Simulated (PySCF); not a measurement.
F$_{3}$Ge (SMILES [F][Ge]([F])[F]), doublet, geometry from GFN2-xTB; HF/6-31G in PySCF.

Here is a job for PySCF.
```python
from pyscf import gto, scf

mol = gto.Mole()
mol.atom = '''
    F    -1.034034   -1.262326   -0.413136
    Ge    0.002856    0.009445    0.381250
    F     1.595920   -0.278150   -0.457217
    F    -0.572039    1.506892   -0.485203
'''
mol.basis = '6-31g'
mol.charge = 0
mol.spin = 1
mol.verbose = 4
mol.build()

mf = scf.UHF(mol)
mf.kernel()
mf.analyze()
```

Q: Predict the main parts of the log of this PySCF run.

A: 
```
PySCF version 2.14.0

[INPUT] verbose = 4
[INPUT] num. atoms = 4
[INPUT] num. electrons = 59
[INPUT] charge = 0
[INPUT] spin (= nelec alpha-beta = 2S) = 1
[INPUT] symmetry False subgroup None
[INPUT] Mole.unit = angstrom
[INPUT] Symbol           X                Y                Z      unit          X                Y                Z       unit  Magmom
[...]
nuclear repulsion = 296.577872694611
number of shells = 26
number of NR pGTOs = 156
number of NR cGTOs = 54
basis = 6-31g
ecp = {}

******** <class 'pyscf.scf.uhf.UHF'> ********
method = UHF
initial guess = minao
damping factor = 0
level_shift factor = 0
DIIS = <class 'pyscf.scf.diis.CDIIS'>
diis_start_cycle = 1
diis_space = 8
diis_damp = 0
SCF conv_tol = 1e-09
SCF conv_tol_grad = None
SCF max_cycles = 50
direct_scf = True
direct_scf_tol = 1e-13
number electrons alpha = 30  beta = 29
Set gradient conv threshold to 3.16228e-05
init E= -2372.30576502673

cycle= 1 E= -2373.18183090248  delta_E= -0.876  |g|= 0.572  |ddm|= 1.43
cycle= 2 E= -2373.27679953935  delta_E= -0.095  |g|= 0.425  |ddm|= 0.814
cycle= 3 E= -2373.33312960655  delta_E= -0.0563  |g|= 0.0397  |ddm|= 0.245
cycle= 4 E= -2373.33548256231  delta_E= -0.00235  |g|= 0.0143  |ddm|= 0.105
cycle= 5 E= -2373.33572579438  delta_E= -0.000243  |g|= 0.00519  |ddm|= 0.0341
cycle= 6 E= -2373.33575219826  delta_E= -2.64e-05  |g|= 0.00137  |ddm|= 0.0122
cycle= 7 E= -2373.33575575429  delta_E= -3.56e-06  |g|= 0.000648  |ddm|= 0.00453
cycle= 8 E= -2373.33575687461  delta_E= -1.12e-06  |g|= 0.000286  |ddm|= 0.00253
cycle= 9 E= -2373.33575713731  delta_E= -2.63e-07  |g|= 8.08e-05  |ddm|= 0.00133
cycle= 10 E= -2373.33575715458  delta_E= -1.73e-08  |g|= 1.26e-05  |ddm|= 0.000383
cycle= 11 E= -2373.33575715485  delta_E= -2.71e-10  |g|= 5.24e-06  |ddm|= 3.05e-05
Extra cycle  E= -2373.33575715488  delta_E= -3.14e-11  |g|= 3.05e-06  |ddm|= 8.05e-06
converged SCF energy = -2373.33575715488  <S^2> = 0.76343627  2S+1 = 2.0133914
**** SCF Summaries ****
Total Energy =                       -2373.335757154880412
Nuclear Repulsion Energy =             296.577872694611301
One-electron Energy =                -3901.969872099523855
Two-electron Energy =                 1232.056242250032028
Two-electron Coulomb Energy =         1339.909488700931433
DFT Exchange-Correlation Energy =     -107.853246450899405
**** MO energy ****
                             alpha | beta                alpha | beta
[...]
[...]
spin_pop of  0 F 2px       0.01644
spin_pop of  0 F 2py       0.02672
spin_pop of  0 F 2pz       0.06532
spin_pop of  0 F 3px      -0.00026
spin_pop of  0 F 3py      -0.00031
spin_pop of  0 F 3pz       0.00008
spin_pop of  1 Ge 1s        0.00000
spin_pop of  1 Ge 2s        0.00000
spin_pop of  1 Ge 3s        0.00010
spin_pop of  1 Ge 4s        0.38844
spin_pop of  1 Ge 5s        0.00192
spin_pop of  1 Ge 2px      -0.00000
spin_pop of  1 Ge 2py      -0.00000
spin_pop of  1 Ge 2pz       0.00000
spin_pop of  1 Ge 3px      -0.00001
spin_pop of  1 Ge 3py      -0.00001
spin_pop of  1 Ge 3pz       0.00001
spin_pop of  1 Ge 4px      -0.02895
spin_pop of  1 Ge 4py      -0.02875
spin_pop of  1 Ge 4pz       0.33964
spin_pop of  1 Ge 5px      -0.00214
spin_pop of  1 Ge 5py      -0.00214
spin_pop of  1 Ge 5pz       0.00678
spin_pop of  1 Ge 3dxy      0.00001
spin_pop of  1 Ge 3dyz     -0.00027
spin_pop of  1 Ge 3dz^2     0.00013
spin_pop of  1 Ge 3dxz     -0.00027
spin_pop of  1 Ge 3dx2-y2    0.00002
spin_pop of  1 Ge 4dxy     -0.00009
spin_pop of  1 Ge 4dyz     -0.00010
spin_pop of  1 Ge 4dz^2     0.00008
spin_pop of  1 Ge 4dxz     -0.00010
spin_pop of  1 Ge 4dx2-y2   -0.00008
spin_pop of  2 F 1s       -0.00000
spin_pop of  2 F 2s        0.00069
spin_pop of  2 F 3s       -0.00008
spin_pop of  2 F 2px       0.04079
spin_pop of  2 F 2py      -0.00063
spin_pop of  2 F 2pz       0.06832
spin_pop of  2 F 3px      -0.00038
spin_pop of  2 F 3py      -0.00018
spin_pop of  2 F 3pz       0.00007
spin_pop of  3 F 1s       -0.00000
spin_pop of  3 F 2s        0.00069
spin_pop of  3 F 3s       -0.00008
spin_pop of  3 F 2px       0.00350
spin_pop of  3 F 2py       0.03472
spin_pop of  3 F 2pz       0.07025
spin_pop of  3 F 3px      -0.00020
spin_pop of  3 F 3py      -0.00035
spin_pop of  3 F 3pz       0.00006
 ** Mulliken Spin Density (per atom)  **
spin density of  0 F =      0.10859
spin density of  1 Ge =      0.67423
spin density of  2 F =      0.10859
spin density of  3 F =      0.10859
 ** Mulliken pop alpha/beta on meta-lowdin orthogonal AOs **
 ** Mulliken pop       alpha | beta **
In total            30.00000 | 29.00000
 ** Mulliken atomic charges   ( Nelec_alpha | Nelec_beta ) **
charge of  0F =     -0.49416  (     4.80138      4.69279 )
charge of  1Ge =      1.48248  (    15.59587     14.92164 )
charge of  2F =     -0.49416  (     4.80138      4.69279 )
charge of  3F =     -0.49416  (     4.80138      4.69279 )
Dipole moment(X, Y, Z, Debye):  0.03784,  0.12516,  5.05188
```
